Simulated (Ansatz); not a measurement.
Computed with Ansatz on PBE0-D4/def2-TZVP structures; ΔE is electronic, products minus reactants. CCSD(T)/CBS adds triple-zeta CCSD(T) − MP2 to the extrapolated MP2 energy (def2 sets, frozen cores). DFT in def2-TZVPP. B3LYP here is the variant with VWN-RPA as its local correlation; programs differ in this. For Ge outer-core shells are correlated without core-valence functions, which leaves a few kJ/mol of doubt a bond. Scalar relativity is left out up to krypton. Each species was taken in one conformer, which may not be the lowest.

`CCBCC` + `C[S][Ge][F]` → `CCBSC` + `C[CH2][Ge][F]`  (redistribution)

`CCBCC`:

Z-matrix (Å, degrees):
```
C
C 1 1.524
H 1 1.093 2 111.1
H 1 1.093 2 111.0 3 119.1
H 1 1.093 2 112.2 3 -120.1
B 2 1.559 1 117.6 3 -67.0
H 2 1.097 1 111.4 3 63.7
H 2 1.107 1 109.2 3 177.8
C 6 1.558 2 122.3 1 154.2
H 6 1.207 2 118.8 1 -25.8
C 9 1.524 6 117.6 2 154.8
H 9 1.107 6 101.8 2 -85.9
H 9 1.097 6 111.6 2 24.2
H 11 1.093 9 111.0 6 52.2
H 11 1.093 9 111.1 6 -66.9
H 11 1.093 9 112.2 6 173.0
```

`C[S][Ge][F]`:

Z-matrix (Å, degrees):
```
C
S 1 1.812
H 1 1.089 2 108.4
H 1 1.089 2 108.4 3 118.7
H 1 1.088 2 110.6 3 -120.7
Ge 2 2.225 1 106.6 3 120.8
F 6 1.769 2 98.8 1 -0.0
```

`CCBSC`:

Cartesian coordinates in Å:
```
C -0.789 -0.915 -1.887
C -0.163 -0.449 -0.577
B -0.468 1.034 -0.177
S 0.105 1.822 1.299
C 1.065 0.563 2.173
H -0.537 -1.954 -2.114
H -0.449 -0.301 -2.725
H -1.878 -0.837 -1.852
H -0.477 -1.106 0.247
H 0.928 -0.578 -0.613
H -1.127 1.766 -0.860
H 1.440 1.015 3.090
H 1.909 0.232 1.569
H 0.440 -0.292 2.427
```

`C[CH2][Ge][F]`:

Cartesian coordinates in Å:
```
C -0.803 0.431 -0.246
C 0.648 0.005 -0.407
Ge 1.322 -1.442 0.784
F 0.178 -1.173 2.104
H -1.027 0.686 0.791
H -1.041 1.298 -0.868
H -1.488 -0.372 -0.533
H 1.327 0.845 -0.184
H 0.883 -0.280 -1.440
```

| level | ΔE (kJ/mol) | difference from CCSD(T)/CBS |
| --- | --- | --- |
| PBE-D4 | 31.2 | 8.2 |
| PBE0-D4 | 29.7 | 6.7 |
| B3LYP-D4 | 33.3 | 10.3 |
| ωB97X-V | 25.4 | 2.4 |
| ωB97M-V | 27.4 | 4.4 |
| B2PLYP | 30.7 | 7.7 |
| r2SCAN | 33.2 | 10.2 |
| PBE0 | 31.3 | 8.3 |
| B3LYP | 36.3 | 13.3 |
| HF/def2-TZVPP | 33.3 | 10.3 |
| MP2/def2-TZVPP | 20.7 | -2.3 |
| SCS-MP2/def2-TZVPP | 21.8 | -1.2 |
| CCSD(T)/def2-TZVPP | 20.8 | -2.2 |
| HF/def2-QZVPP | 33.4 | 10.4 |
| MP2/CBS(def2) | 22.9 | -0.1 |
| CCSD/CBS(def2) | 23.3 | 0.3 |
| CCSD(T)/CBS | 23.0 | 0 |

Largest T1 diagnostic among the species: 0.015.

In def2-TZVPP, CCSD(T) changes the Hartree–Fock value by −12.4 kJ/mol (the triples alone add −0.3 kJ/mol) and MP2 by −12.5 kJ/mol. The D4 term adds −3.0 kJ/mol with B3LYP and −1.6 kJ/mol with PBE0; it sums over pairs of atoms, weighted by their polarisabilities, and B3LYP, whose exchange is more repulsive, gets the larger term.
